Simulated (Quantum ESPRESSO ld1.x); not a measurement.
Problem. The mean radii <r> (bohr) of the occupied orbitals of an atom or ion are listed with their occupations. All-electron calculation, scalar-relativistic Kohn-Sham, LDA (Slater exchange, Perdew-Zunger correlation), spin-polarised, spherical densities, point nucleus. Program: ld1.x of Quantum ESPRESSO 7.5.

orbital  occ.     <r>
1s up       1  0.1757
1s down     1  0.1755
2s up       1  0.7759

Name the element and its charge. Open shells, if any, are filled with parallel spins first.

Solution. Z = 9, fluorine, charge +6: F6+ in [He] 2s1. The 1s radius gives Z: for a bare nucleus <r> = (2 gamma + 1)/(2Z) with gamma = sqrt(1 - (Z/c)^2), 0.1664 bohr for Z = 9, and screening makes it slightly larger (0.1757 here). The occupations add up to 3, and the charge is Z minus that.
